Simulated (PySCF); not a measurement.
Species: C4H2NO2S (charge -1).
Z-matrix (Å and degrees, PBE0-D3(BJ)/def2-SVP geometry), rows numbered from 1:
```
O 
C   1  1.2426
O   2  1.2444  1  131.05
C   2  1.5445  1  114.93  3  -180.00
C   4  1.4266  2  125.71  1   178.83
N   5  1.3156  4  118.21  2  -179.83
S   6  1.6713  5  108.18  4    -0.04
C   4  1.3701  2  125.41  1    -0.93
H   5  1.0946  4  121.77  2     0.06
H   8  1.0906  4  125.28  2     0.04
```

All values: CAM-B3LYP/def2-SVPD (PySCF, non-relativistic), on one gas-phase PBE0-D3(BJ)/def2-SVP geometry that isn't relaxed in the solvent. The solvent is an IEF-PCM continuum (Bondi radii, 1.10 Å for H, scaled by 1.2), and excitations are vertical TDDFT with non-equilibrium linear response and a frozen core. Specific hydrogen bonds and non-electrostatic terms are outside this model.

```json
{"run": "gas", "E − E(gas) (kcal/mol)": "0.00", "HOMO (eV)": "-3.75", "HOMO–LUMO gap (eV)": "7.42", "lowest singlet (eV)": "4.41", "static polarisability (au)": "84.0"}
{"run": "P", "E − E(gas) (kcal/mol)": "-51.93", "HOMO (eV)": "-7.89", "HOMO–LUMO gap (eV)": "8.39", "lowest singlet (eV)": "5.10", "static polarisability (au)": "107.6"}
{"run": "Q", "E − E(gas) (kcal/mol)": "-46.85", "HOMO (eV)": "-7.51", "HOMO–LUMO gap (eV)": "8.28", "lowest singlet (eV)": "5.02", "static polarisability (au)": "103.9"}
```

Task: The runs were made in chloroform and tetrahydrofuran. Which run belongs to which solvent?

Result: P = tetrahydrofuran, Q = chloroform. The dielectric constants are 4.711 (chloroform), 7.426 (tetrahydrofuran), and the energy falls further as ε rises. The optical constants n² used for the excitations are 2.09, 1.97 in the same order. In this model the ground state sees the solvent through ε alone.

Task: How constant is the ratio of the lowering to 1 − 1/ε?

Result: 
| solvent | 1 − 1/ε | E − E(gas) (kcal/mol) | ratio (kcal/mol) | polarisation term (kcal/mol) |
| --- | --- | --- | --- | --- |
| chloroform | 0.788 | -46.85 | -59.5 | -48.56 |
| tetrahydrofuran | 0.865 | -51.93 | -60.0 | -54.17 |

The ratio changes by +0.9 % in size from chloroform to tetrahydrofuran. The polarisation term is half the interaction of the solute with the induced surface charges.
